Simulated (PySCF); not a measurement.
Mo³⁺ (molybdenum, charge +3): UHF calculation

Configuration: [Kr] 4d3, high-spin 4F determinant. Calculation: PySCF 2.14, in def2-SVP with the def2 core potential (28 electrons) (5s3p2d1f, 31 functions); a scalar-relativistic core potential.

* Total energy: -65.794895 hartree
* One-electron energy: -100.9060 hartree
* Hartree (Coulomb) energy: 41.5834 hartree
* Exchange energy: -6.4723 hartree
* ⟨S²⟩: 3.7533
* ⟨L²⟩: 12.042
* Sum of ⟨r⟩: 14.60 bohr
* Sum of ⟨r²⟩: 22.19 bohr²
* Time after the integrals: 0.09 s of wall time on 1 thread of Neoverse-V1 (shared host)

```json
{"shell": "4s α", "electrons": "1", "mean orbital energy (hartree)": "-4.24759", "rms radius, mean of both spins (bohr)": "1.18"}
{"shell": "4s β", "electrons": "1", "mean orbital energy (hartree)": "-4.07605", "rms radius, mean of both spins (bohr)": "1.18"}
{"shell": "4p α", "electrons": "3", "mean orbital energy (hartree)": "-3.09431", "rms radius, mean of both spins (bohr)": "1.31"}
{"shell": "4p β", "electrons": "3", "mean orbital energy (hartree)": "-2.86767", "rms radius, mean of both spins (bohr)": "1.31"}
{"shell": "4d α", "electrons": "3", "mean orbital energy (hartree)": "-1.49142", "rms radius, mean of both spins (bohr)": "1.75"}
```

Energies and moments cover only the electrons outside the core potential.
